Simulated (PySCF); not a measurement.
Vertical excitations of a molecule CH10FNSi3 from TDA-PBE/def2-SVPD in PySCF, as energy in eV (oscillator strength): 4.79 (0.010), 5.10 (0.014), 5.56 (0.015), 5.72 (0.064), 5.97 (0.017), 6.04 (0.074). Lowest triplet (TDA): 4.50 eV. Geometry: B3LYP-D3(BJ)/def2-SVP. Other conformers were not sampled.

Q: Identify the compound among the candidates.
(A) C[Si@H](N)[SiH2][SiH2]F
(B) N[C@H]([SiH3])[Si@@H](F)[SiH3]
(C) CN([SiH3])[Si@@H](F)[SiH3]
(D) FC[SiH2]N[SiH2][SiH3]

A: B, N[C@H]([SiH3])[Si@@H](F)[SiH3]
